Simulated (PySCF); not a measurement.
A structure optimised at PBE-D3(BJ)/def2-TZVPD, used in a PySCF frequency run:

```xyz
2

Be     0.0000     0.0000    -1.4716
Cl     0.0000     0.0000     0.3463
```
Charge 0, spin multiplicity 2.

Task: Write its SMILES, formula and point group.

Result: [Be][Cl], BeCl, C∞v

Task: What are its rotational constants (standard atomic weights)?

Result: 21.282 GHz (linear rotor, B only)
